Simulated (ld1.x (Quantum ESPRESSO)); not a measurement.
What the settings do to the TM potential of Sr (Z = 38)

Base potential:

ld1.x (Quantum ESPRESSO) 7.5 input, shortened:

```
&input
   title='Sr', zed=38., rel=1, dft='PBE', iswitch=3,
   config='[Kr] 4d0 5s1.5 5p0.5'
 /
 &inputp
   pseudotype=2, tm=.true., lloc=-1, rcloc=2.50,
   nlcc=.false.
 /
3
5S  1  0   1.50   0.00  3.05  3.05  0.0
5P  2  1   0.50   0.00  3.80  3.80  0.0
4D  3  2   0.00   0.00  3.25  3.25  0.0
 &test
   configts(1)='4d0 5s1.5 5p0.5'
 /
```

Cutoffs, loose and tight: the cutoffs (Ry, on a coarse ladder) from which the occupation-weighted sum of valence levels, in a spherical-Bessel basis at the reference potential, stays within 10 and 1 mRy of its value at 400 Ry. They do not see the model core or the augmentation charge, which bear on the density cutoff. Test errors are all-electron minus pseudo excitation energies from the reference, over the configurations 4d0 5s2 5p0; 4d0 5s1 5p0; 4d0 5s1.5 5p0; 4d1 5s0 5p0; 4d0 5s0 5p2; 4d0 5s0 5p1; 4d1 5s1 5p0. A dash means not determined; rows that change the core or the reference have their own tests. The largest error is taken over the tests solved by every variant that gives reliable tests at all: 4d0 5s1 5p0; 4d0 5s1.5 5p0; 4d0 5s2 5p0; 4d1 5s0 5p0; 4d1 5s1 5p0.

For the base: The cutoffs count occupied waves only; the empty 4d level needs 12 Ry at the loose tolerance.

A true bound ghost makes a file unfit for plane-wave use even where its test errors are small: the radial tests pick states by their node count and pass the ghost by. Where a test does run into it, the solver fails or the error is huge.

| change | outcome | cutoff, loose | cutoff, tight | bound ghosts | largest test error (meV) |
| --- | --- | --- | --- | --- | --- |
| base | generated | 6 Ry | 8 Ry | s | +561 |
| wave 5p (bound): rc 3.80 bohr becomes 5p (bound): rc 5.16 bohr | generated | 6 Ry | 8 Ry | s | +574 |
| reference 4d0 5s2 5p0 | generated | 6 Ry | 8 Ry | s | +506 |
| wave 5s (bound): rc 3.05 bohr becomes 5s (bound): rc 3.18 bohr | generated | 6 Ry | 8 Ry | s | +596 |
| non-relativistic | generated | 6 Ry | 8 Ry | s | +634 |

Question: What comes out with this change to the base: local potential the d channel?

Answer: outcome: generated; cutoff, loose: 6 Ry; cutoff, tight: 8 Ry; bound ghosts: s, p; largest test error (meV): +558.
